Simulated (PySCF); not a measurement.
C5H10OSi.
Numbering: `[CH3:1][O:2]/[CH:3]=[CH:4]\[C@@H:5]1[CH2:6][SiH2:7]1` (hydrogens: H8, H9, H10 on C1; H11 on C3; H12 on C4; H13 on C5; H14, H15 on C6; H16, H17 on Si7)

A linear-response calculation (PySCF, def2-SVPD basis, gas phase, vertical, core orbitals frozen in the response) gave these numbers; the functional is withheld.

Orbital energies (eV): HOMO-3 -11.16, HOMO-2 -10.65, HOMO-1 -9.10, HOMO -7.45, LUMO 1.82, LUMO+1 2.32, LUMO+2 2.52.

```tsv
state	E (eV)	f	main configurations (H = HOMO, L = LUMO)
S1	5.46	0.353	H→L (89%)
S2	5.86	0.109	H→L+1 (68%)
S3	6.12	0.181	H→L+2 (71%), H→L+1 (11%)
S4	6.28	0.073	H→L+3 (31%), H→L+5 (26%), H→L+4 (24%)
S5	6.50	0.0043	H→L+5 (28%), H→L+6 (24%), H→L+3 (20%)
S6	6.73	0.022	H-1→L (39%), H→L+4 (28%), H→L+5 (12%)
```

Triplets (Tamm–Dancoff): T1 3.84 eV, H→L (51%), H→L+2 (14%), H→L+1 (8%); T2 4.86 eV, H→L (28%), H-1→L (25%), H→L+1 (16%); T3 5.81 eV, H→L+1 (46%), H→L+2 (20%), H-1→L (9%); T4 6.09 eV, H→L+3 (25%), H→L+6 (20%), H-1→L+1 (15%).

Vertical ionisation energy by ΔSCF with the same functional: 7.52 eV. Mean static polarisability: 100.0 au.

Problem. Name the functional.
A. HF
B. PBE
C. wB97X-D
D. B3LYP

Solution. C. wB97X-D is range-separated, 22% exact exchange at short range and 100% at long range (ω = 0.2 bohr⁻¹). In this run −ε(HOMO) = 7.45 eV differs from the ΔSCF value by -0.07 eV, and S1 differs from the orbital gap of 9.27 eV by -3.81 eV. The ratio −ε(HOMO)/IP is 0.99. Small neutral molecules mostly give 0.89 to 0.99 with wB97X-D, 0.5 to 0.7 with PBE, 0.67 to 0.83 with B3LYP; with Hartree–Fock the ratio is 1 or more (Koopmans' value less the relaxation energy is the ΔSCF value).

Computed with TDDFT wB97X-D/def2-SVPD, vertical, gas phase, core orbitals frozen in the response in PySCF. Geometry: PBE0-D3(BJ)/def2-SVP, one conformer, isolated molecule.

Conformer computed: `[CH3:1][O:2]/[CH:3]=[CH:4]\[C@@H:5]1[CH2:6][SiH2:7]1`: C1–O2–C3–C4 164°, C3–C4–C5–C6 -151°.
